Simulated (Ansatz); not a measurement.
Program: Ansatz 0.2.0.

A structure relaxed at PBE0-D4/def2-TZVP, charge 0, multiplicity 1:

Cartesian coordinates in Å:
```
C 0.6318 0.7171 0.6896
C -0.2164 -0.1492 -0.1408
N -1.5126 -0.2705 -0.2466
B -0.7285 -1.1218 -1.0788
H 1.2633 1.3340 0.0452
H 0.0329 1.3563 1.3408
H 1.3079 0.1035 1.2900
H -0.7784 -1.9694 -1.8993
```

Q: Give its formula and SMILES.

A: C2H4BN, `CC1=NB1`.

Q: Point group (tolerance 0.08 Å, 0.16 Å for H)?

A: Cs.

Q: Summarise the bond lengths by kind.

A: 1 × C–C 1.470 Å; 3 × C–H 1.091 to 1.093 Å; 1 × C–N 1.306 Å; 1 × B–C 1.445 Å; 1 × B–N 1.426 Å; 1 × B–H 1.181 Å.
